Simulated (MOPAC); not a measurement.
MOPAC input (PM7):

```
PM7 1SCF UHF MS=0.5 GEO-OK AUX(PRECISION=9) THREADS=1
HCl3NSi

N     1.78731400 1   -0.10578100 1   -0.91345100 1
Si    0.24483300 1   -0.01837700 1   -0.13252800 1
Cl    0.33779800 1   -0.97955700 1    1.66928200 1
Cl   -0.27338700 1    1.94090700 1    0.13520000 1
Cl   -1.15084700 1   -0.92250000 1   -1.29767900 1
H     2.53055100 1    0.33728300 1   -0.36609000 1
```

Output:

```
 *******************************************************************************
 **                                                                           **
 **                              MOPAC v23.2.5                                **
 **                                                                           **
 *******************************************************************************
 ** MOPAC's Digital Object Identifier: https://doi.org/10.5281/zenodo.6511958 **
 **                                                                           **
 ** Please cite the open-source release paper for use of this MOPAC version:  **
 ** J. E. Moussa and J. J. P. Stewart (2026)                                  **
 ** MOPAC: An open-source semiempirical molecular orbital program             **
 ** J. Open Source Softw., 11(119), 8025, https://doi.org/10.21105/joss.08025 **
 *******************************************************************************

                              PM7 CALCULATION RESULTS

 *******************************************************************************
 *  PM7        - The PM7 Hamiltonian to be used
 *  GEO-OK     - OVERRIDE INTERATOMIC DISTANCE AND OTHER SAFETY CHECKS
 *  UHF        - UNRESTRICTED HARTREE-FOCK CALCULATION
 *  MS=        - IN MECI, MAGNETIC COMPONENT OF SPIN =  0.5
 *  1SCF       - DO 1 SCF AND THEN STOP
 *  AUX        - OUTPUT AUXILIARY INFORMATION
 *******************************************************************************
PM7 1SCF UHF MS=0.5 GEO-OK AUX(PRECISION=9) THREADS=1
 HCl3NSi

   ATOM   CHEMICAL          X               Y               Z
  NUMBER   SYMBOL      (ANGSTROMS)     (ANGSTROMS)     (ANGSTROMS)

     1       N          1.78731400  *  -0.10578100  *  -0.91345100  *
     2      Si          0.24483300  *  -0.01837700  *  -0.13252800  *
     3      Cl          0.33779800  *  -0.97955700  *   1.66928200  *
     4      Cl         -0.27338700  *   1.94090700  *   0.13520000  *
     5      Cl         -1.15084700  *  -0.92250000  *  -1.29767900  *
     6       H          2.53055100  *   0.33728300  *  -0.36609000  *

          CARTESIAN COORDINATES

    NO.       ATOM           X           Y           Z

     1         N          1.7873     -0.1058     -0.9135
     2        Si          0.2448     -0.0184     -0.1325
     3        Cl          0.3378     -0.9796      1.6693
     4        Cl         -0.2734      1.9409      0.1352
     5        Cl         -1.1508     -0.9225     -1.2977
     6         H          2.5306      0.3373     -0.3661

 General Reference for PM7:
 "Optimization of Parameters for Semiempirical Methods VI: More Modifications to the
 NDDO Approximations and Re-optimization of Parameters", J. J. P. Stewart, J. Mol. Mod., 1:32, 19 (2013)
 https://link.springer.com/article/10.1007/s00894-012-1667-x

           Empirical Formula: H N Si Cl3  =     6 atoms

      MOLECULAR POINT GROUP   :   Cs

          UHF CALCULATION, NO. OF ALPHA ELECTRONS =   16
                           NO. OF BETA  ELECTRONS =   15

 -------------------------------------------------------------------------------
 PM7 1SCF UHF MS=0.5 GEO-OK AUX(PRECISION=9) THREADS=1
 HCl3NSi

     1SCF WAS SPECIFIED, SO BFGS WAS NOT USED
     SCF FIELD WAS ACHIEVED

                              PM7 CALCULATION
                                                       MOPAC v23.2.5 Linux

          FINAL HEAT OF FORMATION =        -76.09723 KCAL/MOL =    -318.39083 KJ/MOL

          COSMO AREA              =        138.43 SQUARE ANGSTROMS
          COSMO VOLUME            =        132.51 CUBIC ANGSTROMS

          IONIZATION POTENTIAL    =         11.212620 EV
          ALPHA SOMO LUMO (EV)    =        -11.810 -1.796
          BETA  SOMO LUMO (EV)    =        -11.213 -2.984
          NO. OF ALPHA ELECTRONS  =         16
          NO. OF BETA  ELECTRONS  =         15
          MOLECULAR WEIGHT        =        149.4591         POINT GROUP:  Cs

          MOLECULAR DIMENSIONS (Angstroms)

            Atom       Atom       Distance
            H     6   Cl     5     4.00095
           Cl     3   Cl     4     3.35501
           Cl     4    N     1     2.38873

          SCF CALCULATIONS        =          1

   ATOM   CHEMICAL          X               Y               Z
  NUMBER   SYMBOL      (ANGSTROMS)     (ANGSTROMS)     (ANGSTROMS)

     1       N          1.78731400  *  -0.10578100  *  -0.91345100  *
     2      Si          0.24483300  *  -0.01837700  *  -0.13252800  *
     3      Cl          0.33779800  *  -0.97955700  *   1.66928200  *
     4      Cl         -0.27338700  *   1.94090700  *   0.13520000  *
     5      Cl         -1.15084700  *  -0.92250000  *  -1.29767900  *
     6       H          2.53055100  *   0.33728300  *  -0.36609000  *

                             CARTESIAN COORDINATES

   1    N        1.787314000    -0.105781000    -0.913451000
   2   Si        0.244833000    -0.018377000    -0.132528000
   3   Cl        0.337798000    -0.979557000     1.669282000
   4   Cl       -0.273387000     1.940907000     0.135200000
   5   Cl       -1.150847000    -0.922500000    -1.297679000
   6    H        2.530551000     0.337283000    -0.366090000

           Empirical Formula: H N Si Cl3  =     6 atoms

      MOLECULAR POINT GROUP   :   Cs

          ALPHA EIGENVALUES
 -35.38040 -27.06862 -26.03508 -25.76870 -17.47807 -16.03854 -15.60073 -15.07508
 -13.51986 -13.43929 -12.53650 -12.47710 -12.04332 -12.02023 -11.90694 -11.80992
  -1.79577  -1.75988  -1.11550   2.65773   4.78353  19.80480  19.89141  20.29423
  20.32615  21.00597  68.07501  68.13829  68.18027  68.28190  68.36393  68.60414
  68.86974  68.98075  69.25488  69.30481  69.53237  69.64569  69.74510  69.97289
  70.17069

           BETA EIGENVALUES
 -33.02909 -26.90135 -25.86853 -25.75724 -16.89467 -15.90355 -15.08921 -14.95927
 -13.10111 -12.66234 -12.50835 -12.10912 -11.95269 -11.80686 -11.21262  -2.98407
  -1.77943  -0.83652  -0.58901   2.92932   5.14919  19.81093  19.87270  20.28553
  20.52169  21.03531  68.10813  68.14353  68.19805  68.29532  68.36889  68.60715
  68.88439  68.98984  69.27311  69.30870  69.54041  69.65069  69.74781  69.99652
  70.16794

              NET ATOMIC CHARGES AND DIPOLE CONTRIBUTIONS

  ATOM NO.   TYPE          CHARGE      No. of ELECS.   s-Pop       p-Pop       d-Pop
    1          N          -0.346138        5.3461     1.74935     3.59679
    2         Si           0.368034        3.6320     0.77170     2.57416     0.28611
    3         Cl          -0.104816        7.1048     1.98065     5.12119     0.00298
    4         Cl          -0.104815        7.1048     1.98065     5.12119     0.00298
    5         Cl          -0.084596        7.0846     1.97925     5.10234     0.00301
    6          H           0.272331        0.7277     0.72767
 DIPOLE           X         Y         Z       TOTAL
 POINT-CHG.     1.207     0.475     0.424     1.365
 HYBRID         0.185     0.308     0.514     0.627
 SUM            1.391     0.784     0.938     1.852

          ATOMIC ORBITAL ELECTRON POPULATIONS

     Atom    s        px        py        pz      x^2-y^2     xz        z^2       yz        xy
    1  N   1.74935   1.19994   1.06596   1.33089
    2 Si   0.77170   0.89805   0.85424   0.82187   0.06243   0.06760   0.05326   0.04971   0.05311
    3 Cl   1.98065   1.93872   1.78234   1.40013   0.00024   0.00067   0.00097   0.00091   0.00019
    4 Cl   1.98065   1.89258   1.31071   1.91790   0.00085   0.00023   0.00045   0.00055   0.00091
    5 Cl   1.97925   1.60388   1.79133   1.70713   0.00079   0.00073   0.00048   0.00041   0.00061
    6  H   0.72767

                    (SZ)    =    0.500000
                    (S**2)  =    0.763398

          ATOMIC ORBITAL SPIN POPULATIONS

    Atom   Total    s     px     py     pz   x^2-y^2  xz     z^2    yz     xy
         Atomic
    1  N  1.0700  0.017  0.096  0.717  0.241
    2 Si -0.0898 -0.013 -0.058 -0.019 -0.014 -0.001 -0.001  0.003  0.003  0.008
    3 Cl  0.0351 -0.000  0.000  0.001  0.035  0.000  0.000 -0.000 -0.000 -0.000
    4 Cl  0.0351 -0.000  0.010  0.019  0.007  0.000  0.000 -0.000  0.000  0.000
    5 Cl -0.0094 -0.000 -0.003 -0.001 -0.006 -0.000  0.000 -0.000  0.000  0.000
    6  H -0.0410 -0.041

 **********************
 *                    *
 * JOB ENDED NORMALLY *
 *                    *
 **********************

 == MOPAC DONE ==
```

The geometry given is a B3LYP-D3(BJ)/def2-TZVP minimum.
